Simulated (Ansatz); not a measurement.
`C#CB(Cl)Cl` + `OCC(F)(F)F` → `FC(F)(F)COB(Cl)Cl` + `C#C`  (ligand exchange at a B–C bond)

Computed with Ansatz on PBE0-D4/def2-TZVP structures; ΔE is electronic, products minus reactants. CCSD(T)/CBS is the MP2 limit (def2-TZVPP, def2-QZVPP) plus CCSD(T) − MP2 in def2-TZVPP, frozen cores. This one scheme is used for every species. DFT in def2-TZVPP. One conformer a species, not always the lowest.

(1) Is it downhill or uphill in electronic energy at CCSD(T)/CBS, and by how much? (Best estimate.)

(2) What do these levels give: BLYP-D4, B97M-V, ωB97X-V, BHLYP, LC-ωPBE, CCSD/def2-TZVPP? (An estimate is asked.)

Largest T1 diagnostic among the species: 0.013.

Answers

(1) Computed: Downhill: ΔE = -0.82 eV.

(2) Computed: BLYP-D4 -0.76, B97M-V -0.77, ωB97X-V -0.85, BHLYP -0.82, LC-ωPBE -0.83, CCSD/def2-TZVPP -0.85 eV.

Leaving LDA and LC-ωPBE aside and taking each functional with its dispersion term where it has one, the values, not all of them listed here, spread over 0.18 eV, from CAM-B3LYP-D4 to revPBE-D4. LDA lies −0.13 eV from PBE without D4. From r2SCAN to r2SCAN0 (25 % exact exchange), in def2-TZVPP and without D4, ΔE moves by −0.03 eV. In def2-TZVPP, CCSD(T) changes the Hartree–Fock value by +0.04 eV (the triples alone add +0.01 eV) and MP2 by +0.07 eV.
